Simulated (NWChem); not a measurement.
Species: C$_{2}$F$_{3}$O, doublet; SMILES [C](C(F)(F)F)=O

```xyz
6

O      0.0254    -2.0730     0.0117
C     -0.5444    -1.0856    -0.2527
C     -0.0198     0.3516    -0.0102
F      1.1952     0.3585     0.5178
F     -0.8507     0.9696     0.8143
F      0.0109     0.9931    -1.1673
```
Atoms are numbered in this order, from 1.

Level: PBE0/def2-SVP, spin-unrestricted (NWChem), optimised geometry, unscaled harmonic frequencies. 

Task: List the harmonic frequencies with IR intensities, and the thermochemistry.

Result: 
```json
[
 {"frequency (cm⁻¹)": "55", "IR intensity (km/mol)": "1.2"},
 {"frequency (cm⁻¹)": "237", "IR intensity (km/mol)": "2.3"},
 {"frequency (cm⁻¹)": "408", "IR intensity (km/mol)": "0.6"},
 {"frequency (cm⁻¹)": "428", "IR intensity (km/mol)": "1.0"},
 {"frequency (cm⁻¹)": "553", "IR intensity (km/mol)": "6.9"},
 {"frequency (cm⁻¹)": "559", "IR intensity (km/mol)": "6.8"},
 {"frequency (cm⁻¹)": "690", "IR intensity (km/mol)": "23.9"},
 {"frequency (cm⁻¹)": "830", "IR intensity (km/mol)": "0.6"},
 {"frequency (cm⁻¹)": "1224", "IR intensity (km/mol)": "233.0"},
 {"frequency (cm⁻¹)": "1272", "IR intensity (km/mol)": "336.7"},
 {"frequency (cm⁻¹)": "1289", "IR intensity (km/mol)": "319.8"},
 {"frequency (cm⁻¹)": "2046", "IR intensity (km/mol)": "69.3"}
]
```

The zero-point energy comes out as 13.7 kcal/mol, the thermal correction to the enthalpy at 298.15 K (with zero-point energy) is 17.7 kcal/mol and the heat capacity Cv is 16.8 cal/(mol K). The entropy at 298.15 K and 1 atm (symmetry number 1, electronic part: spin degeneracy alone) is 77.1 cal/(mol K) and the dipole moment is 0.40 D.

Rigid rotor and harmonic oscillator; modes under 100 cm⁻¹ make the entropy uncertain.
